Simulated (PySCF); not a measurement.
# One molecule, several mistakes: BCH7OSi

Calculated results; nothing here was measured. They come from PySCF 2.14.0, an open-source quantum chemistry program, on an isolated molecule that a program drew, which may never have been made. The molecule is BCH7OSi (charge 0, singlet), drawn as the SMILES string `B[SiH2]CO`.

Each row is a Hartree-Fock (HF) and frozen-core CCSD(T) single point in the cc-pV(D+d)Z basis, meant for a local HF minimum. Run 1 is clean. Each other run has one planted mistake out of seven kinds, and not every kind appears here: one electron removed, one electron added, multiplicity raised by two, geometry at a saddle point, minimal basis STO-3G, one bond length entered in bohr, all coordinates scaled. The reference is restricted for singlets and unrestricted otherwise, and also for a bond in bohr. Adding or removing an electron swaps singlet and doublet. Electrons count all cores. HOMO and LUMO are orbital energies over both spins, the gradient is its largest component, and the lowest frequency (negative if imaginary) is given only where the gradient is small. Bond lengths are over the 10 bonds as drawn. T1 is the CCSD diagnostic: over 0.02 (restricted) or 0.045 (unrestricted) a single reference is doubtful.

Geometry of the clean run:
```xyz
11
BCH7OSi, angstrom
B     1.1162    1.0616   -0.8422
Si   -0.7652    0.3244   -0.5523
C    -1.7419    0.1551   -2.1769
O    -1.7751    1.3812   -2.8861
H     1.8846    1.1414    0.0765
H     1.5156    1.4409   -1.9115
H    -0.6846   -1.0034    0.1176
H    -1.4868    1.2560    0.3542
H    -1.3453   -0.6550   -2.8019
H    -2.7798   -0.1072   -1.9643
H    -0.9167    1.5587   -3.2399
```

| run | electrons | basis functions | <S^2> | HOMO (eV) | LUMO (eV) | gradient (hartree/bohr) | lowest frequency (cm^-1) | mean bond (Å) | longest bond (Å) | T1 | HF (hartree) | CCSD(T) (hartree) | mistake |
|---|---|---|---|---|---|---|---|---|---|---|---|---|---|
| 1 | 40 | 100 | 0.000 | -10.74 | 1.29 | 3.8e-05 | 98 | 1.3875 | 2.041 | 0.0112 | -430.38013 | -430.96457 | no fault |
| 2 | 39 | 100 | 0.766 | -15.99 | -6.74 | 4.9e-02 | - | 1.3875 | 2.041 | 0.0418 | -430.05060 | -430.61577 | one electron removed |
| 3 | 40 | 31 | 0.000 | -8.30 | 6.19 | 7.1e-02 | - | 1.3875 | 2.041 | 0.0064 | -425.25163 | -425.46688 | minimal basis STO-3G |
| 4 | 41 | 100 | 0.761 | -0.69 | 8.73 | 4.8e-02 | - | 1.3875 | 2.041 | 0.0109 | -430.36702 | -430.97050 | ? |
| 5 | 40 | 100 | 0.646 | -9.67 | 0.81 | 2.2e-02 | - | 1.4945 | 2.273 | 0.0559 | -430.26252 | -430.84790 | ? |

**Which mistake was planted in run 4, and what did it cost?**

It counts 41 electrons, one more than the clean run, at the same geometry and basis. So the mistake is: one electron added. Subtracting run 1 and multiplying by 627.51 kcal/mol a hartree, the energy moved by 8.2 kcal/mol in HF and -3.7 kcal/mol in CCSD(T).

**Which mistake was planted in run 5, and what did it cost?**

The mean bond changes by a factor of 1.077 and the longest by 1.114, so the molecule wasn't scaled as a whole. A length L in bohr read as angstrom grows by (1/0.5292 - 1) L = 0.890 L. The 10 bonds together grew by 10 x 0.1070 = 1.070 Å, which gives L = 1.203 Å. That is the length of one of the B-H bonds, 1.203 Å in the clean geometry. So the mistake is: one bond length entered in bohr. Subtracting run 1 and multiplying by 627.51 kcal/mol a hartree, the energy moved by 73.8 kcal/mol in HF and 73.2 kcal/mol in CCSD(T).

Cautions from the logs. Run 5: T1 is over the limit, so its CCSD(T) energy is less reliable.
